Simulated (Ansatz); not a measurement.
CH6FGeIn (`[CH3][GeH]([F])[InH2]`), relaxed with RKS PBE0-D4/def2-TZVP in the Gaussian-basis code of Ansatz from a GFN2-xTB geometry. The force threshold is 0.005 eV/Å; the program also tests the step.

Charge 0, multiplicity 1. In: def2 effective core potential.

Start:

```xyz
10

C     1.659   -0.683   -0.411
Ge    0.204    0.645   -0.040
F    -0.047    1.355   -1.687
In   -2.238   -0.012    0.778
H     2.448   -0.200   -0.980
H     2.072   -1.066    0.519
H     1.266   -1.514   -0.991
H     0.847    1.920    0.588
H    -2.948    0.800    2.172
H    -3.262   -1.246    0.052
```

```
step  energy (eV)  largest force (eV/Å)  largest move (Å)
   1  -65535.2022                 1.220             0.000
   2  -65535.3021                 0.755             0.190
   3  -65535.3220                 0.592             0.064
   4  -65535.3289                 0.463             0.024
   5  -65535.3367                 0.290             0.040
   6  -65535.3394                 0.058             0.043
   7  -65535.3405                 0.021             0.013
   8  -65535.3406                 0.010             0.007
   9  -65535.3406                 0.007             0.004
  10  -65535.3406                 0.002             0.004
```

End:

```xyz
10

C     1.558   -0.671   -0.386
Ge    0.225    0.724   -0.100
F    -0.142    1.338   -1.716
In   -2.134   -0.008    0.792
H     2.404   -0.254   -0.934
H     1.914   -1.056    0.572
H     1.130   -1.493   -0.961
H     0.884    1.933    0.608
H    -2.854    0.745    2.169
H    -2.984   -1.257   -0.044
```

Run time 45 s (4 threads of an Arm Neoverse V1 on a shared host); peak host memory 0.62 GiB.
